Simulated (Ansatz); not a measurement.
Reaction (hydrogenolysis of a B–S bond): `OB(S)S` + H₂ → `OBS` + H₂S

Program: Ansatz. Geometries: PBE0-D4/def2-TZVP. ΔE: electronic, gas phase. CCSD(T)/CBS adds triple-zeta CCSD(T) − MP2 to the extrapolated MP2 energy (def2 sets, frozen cores). This one scheme is used for every species. Each species was taken in one conformer, which may not be the lowest.

`OB(S)S`:

```xyz
7

O    -0.243    1.353   -0.460
B     0.024    0.107    0.009
S     1.253   -0.137    1.330
S    -0.853   -1.314   -0.691
H     0.260    2.055   -0.041
H     1.140   -1.471    1.414
H    -1.581   -0.593   -1.561
```

H₂:

```xyz
2

H    -0.201   -0.287   -0.127
H     0.201    0.287    0.127
```

`OBS`:

Cartesian coordinates in Å:
```
O 0.528 0.738 1.187
B -0.169 -0.069 0.356
S 0.201 -0.143 -1.417
H 1.220 1.258 0.770
H -1.040 -0.736 0.823
H -0.741 -1.047 -1.719
```

H₂S:

Cartesian coordinates in Å:
```
S -0.568 0.217 0.118
H 0.264 0.312 -0.930
H 0.304 -0.529 0.812
```

```csv
species,HF/def2-TZVPP energy (Eh)
`OB(S)S`,-896.53955
H₂,-1.13290
`OBS`,-498.95954
H₂S,-398.70765
```

Question: Work out ΔE.

Answer: ΔE = (-498.95954) + (-398.70765) − (-896.53955) − (-1.13290) = 0.00526 Eh = +13.8 kJ/mol. CCSD(T)/CBS gives +38.9 kJ/mol.

Largest T1 diagnostic among the species: 0.013.

In def2-TZVPP, CCSD(T) changes the Hartree–Fock value by +22.6 kJ/mol (the triples alone add +5.9 kJ/mol) and MP2 by +32.3 kJ/mol. The D4 term adds +10.7 kJ/mol with B3LYP and +5.6 kJ/mol with PBE0; it sums over pairs of atoms, weighted by their polarisabilities, and B3LYP, whose exchange is more repulsive, gets the larger term.

B3LYP here is the variant with VWN-RPA as its local correlation; programs differ in this.
